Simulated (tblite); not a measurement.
Mg (SMILES [Mg]), singlet (GFN-xTB shapes and energies of metal compounds can be far from the true ones); GFN1-xTB (tblite).

Input for tblite:
```
$ tblite run mol.xyz --method gfn1 --charge 0 --spin 0 --grad --json tblite.json --no-restart

# file mol.xyz
1

Mg     0.00000000     0.00000000     0.00000000
```

Question: What does tblite print? Leave out banner, timings and long lists.

Answer: 
```
xTB calculator
 | screened Coulomb repulsion
 | Coulomb electrostatics
 |  * isotropic Klopman-Ohno-Mataga-Nishimoto electrostatics
 |  * onsite third-order electrostatics
 | DFT-D3(BJ) dispersion correction

halogen bonding energy    0.0000000000000E+00 Eh
repulsion energy          0.0000000000000E+00 Eh
dispersion energy         0.0000000000000E+00 Eh
number of electrons       2.0000000000000E+00 e
integral cutoff           4.0000000000000E+01 bohr

------------------------------------------------------------
  cycle        total energy    energy error   density error
------------------------------------------------------------
      1    -0.7328492086440  -7.3284921E-01   3.1401849E-16
      2    -0.7328492086440   0.0000000E+00   1.8841110E-16
------------------------------------------------------------

electronic energy        -7.3284920864401E-01 Eh
total energy             -7.3284920864401E-01 Eh

Post processing:
 | Mayer-Wiberg bond orders

[Info] Tight-binding results written to 'tblite.txt'
[Info] JSON dump of results written to 'tblite.json'
```
